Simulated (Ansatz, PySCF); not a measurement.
Potential energy curve for SMILES CBr. The C1–Br5 bond (C1 also carries H, H, H; Br5 carries nothing else) is varied alone, starting from the PBE0/def2-TZVP optimised geometry.

- RKS-B3LYP = restricted B3LYP/cc-pVDZ (PySCF)
- UKS-B3LYP = unrestricted B3LYP/cc-pVDZ in PySCF
- RKS-PBE = restricted PBE/cc-pVDZ in Ansatz (a first-principles code)

Energies are in kcal/mol, each relative to the lowest point of its own curve near equilibrium.

```
R / Å  RKS-B3LYP  UKS-B3LYP  RKS-PBE
-----  ---------  ---------  -------
1.54        72.5       72.5     71.1
1.65        32.3       32.3     31.4
1.73        15.5       15.5     14.9
1.80         6.7        6.7      6.3
1.88         1.5        1.5        …
1.93         0.2        0.2        …
1.97         0.0        0.0      0.0
2.07         2.0        2.0      2.1
2.14         4.9        4.9      5.0
2.26        11.6       11.6     11.7
2.39        20.1       20.1     20.2
2.62        35.9       35.9     35.6
2.92        54.7       54.0     53.5
3.15        66.6       62.4     64.7
3.49        80.6       69.4     77.3
3.82        90.4          …     85.9
4.25        99.1          …     93.0
4.76       105.3          …     97.8
5.16       108.2          …     99.9
5.86       110.9       77.3    101.6
6.73       112.5       77.3    102.2
```

**Question.** Fill in the missing entries.

**Answer.** 
- 1.88, RKS-PBE: 1.3
- 1.93, RKS-PBE: 0.1
- 3.82, UKS-B3LYP: 73.1
- 4.25, UKS-B3LYP: 75.5
- 4.76, UKS-B3LYP: 76.7
- 5.16, UKS-B3LYP: 77.1

At the longest distance RKS-B3LYP leaves fractional charges on the fragments, a sign of delocalisation error or of the restricted form. The restricted form behind RKS-B3LYP, RKS-PBE keeps the bonding electrons paired and can't separate into open-shell fragments. The unrestricted determinant behind UKS-B3LYP is spin-contaminated at 2.92 to 6.73 Å (<S²> up to 1.0, against 0.00 for a pure singlet).
